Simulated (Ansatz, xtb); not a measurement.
# Ranking isomers of C6H4N2O2

3 gas-phase structures of C6H4N2O2, from a drawn sample of its isomers (lower ones may exist). Each was relaxed with GFN2-xTB; where two conformers were screened, the lower at r2SCAN-D4/def2-SVP is listed:

A. `O=Cc1cncc(C=O)n1`, a singlet
B. `O=Cc1cnc(C=O)cn1`, a singlet
C. `O=Cc1nccnc1C=O`, a singlet

Make a reasoned guess at their ranking by r2SCAN-D4/def2-SVP single-point energy.

Calculated order at r2SCAN-D4/def2-SVP: B (0.0), A (0.0), C (9.4) kcal/mol. Less than 1 kcal/mol parts B and A, so the order within that pair means little.

Energies above the lowest of each column, in kcal/mol; the last columns are at B3LYP/def2-SVP geometries:

```tsv
structure	GFN2-xTB	HF/STO-3G	r2SCAN-D4/def2-SVP	B3LYP/def2-SVP	CCSD(T)/def2-SVP + ΔMP2/def2-TZVPP
B	0.0	0.0	0.0	0.0	0.0
A	0.0	0.1	0.0	0.1	0.0
C	2.7	11.9	9.4	8.1	6.6
```

Every level run on B puts it lowest or level with the lowest. Flexible structures stand in one conformer each, not always the lowest. ΔMP2 is the change of the MP2 energy from the smaller to the larger basis.

Programs: Ansatz 0.2.0, xtb 6.7.1.
